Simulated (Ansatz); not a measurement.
B9As9, relaxed as a singlet with RKS PBE-D4/def2-SVP in Ansatz, starting from the GFN2-xTB geometry. Force threshold 0.03 eV/Å.

Single mean-field runs in def2-SVP are fitted with def2-universal-jkfit.

Start:

```
atom   x (Å)   y (Å)   z (Å)
 As1  -0.973  -1.113   3.301
 As2  -2.595  -1.298  -3.218
 As3  -0.188   1.680  -3.003
 As4  -2.931  -0.029   0.360
 As5   2.678  -2.299   1.893
 As6   0.997  -1.731  -1.314
 As7   2.352   2.322   1.172
 As8   1.629  -0.560   3.225
 As9   1.792   0.537  -1.941
 B10  -2.298  -0.629  -1.451
 B11  -1.402  -0.476   1.536
 B12  -0.099   0.222   2.028
 B13  -1.532   0.734  -0.919
 B14  -1.516   0.171  -2.677
 B15  -0.197   1.619  -0.922
 B16   1.202   1.056   1.912
 B17   1.213   1.659  -0.274
 B18   1.868  -1.863   0.293
```

```
step   energy (eV)  largest force component (eV/Å)  SCF passes
   1  -553497.6690                           1.586          30
   2  -553498.1902                           0.679          32
   3  -553498.4242                           0.533          33
   4  -553498.6232                           0.495          31
   5  -553498.8548                           0.398          31
   6  -553499.1028                           0.449          30
   7  -553499.3997                           0.525          30
   8  -553499.6168                           0.844          31
   9  -553499.7778                           0.660          30
  10  -553499.8630                           0.310          29
  11  -553499.9130                           0.250          25
  12  -553499.9341                           0.170          25
  13  -553499.9499                           0.122          25
  14  -553499.9627                           0.154          30
  15  -553499.9820                           0.310          30
  16  -553500.0602                           0.602          30
  17  -553500.2333                           0.849          29
  18  -553500.4358                           0.718          29
  19  -553500.6244                           0.581          30
  20  -553500.7868                           0.584          29
  21  -553500.9329                           0.376          29
  22  -553500.9729                           0.331          30
  23  -553500.9916                           0.137          24
  24  -553500.9963                           0.051          24
  25  -553500.9972                           0.034          24
  26  -553500.9975                           0.013          25
```

Force components are those of the run's own axes.

End:

Cartesian coordinates in Å:
```
As -0.8096 -0.2646 2.7426
As -2.9997 -0.7709 -3.7976
As -1.0165 2.4179 -2.4339
As -2.6053 -0.4156 0.0366
As 2.9684 -2.5643 2.8928
As 0.6885 -1.8486 -0.0973
As 2.5745 2.6350 1.0978
As 1.6738 -0.4680 3.2256
As 0.5047 0.2496 -2.3783
B -2.4955 -0.7140 -1.9459
B -0.8947 -1.1591 0.9571
B 0.6384 -0.0664 1.1769
B -1.3710 0.5921 -1.3096
B -1.6874 0.4810 -2.9791
B 0.0269 1.4777 -0.8594
B 1.9327 0.9774 1.7464
B 1.0497 1.5314 0.4250
B 1.8219 -2.0905 1.5002
```

Bonds lost: As6–As9, As9–B17 (atoms count from 1). Bonds formed: As3–B13, As6–B11, As6–B12, As8–B18, As9–B13, As9–B14, B12–B17, B16–B17 (atoms count from 1).

No frequencies were taken in this run, so the end may be a saddle point.

Run time 2 min (2 threads of AMD EPYC 7R13 on a shared host and a share (18 GiB) of an NVIDIA H100 80GB HBM3), peak host memory 0.97 GiB.
